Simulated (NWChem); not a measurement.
Species: HSeF; SMILES F[SeH]

This build's default masses of Se (78.918 u) and Br (79.917 u) are each other's, which moves their modes by up to 0.6 %.

Problem. Give the equilibrium geometry at B3LYP/6-31G* (spherical d) (NWChem) as a list of bonds and angles, with the point group.

Solution. point group Cs; any orientation.
Bond lengths (Å): Se1–H2 1.489, Se1–F3 1.780. Bond angles (°): H2–Se1–F3 95.6.
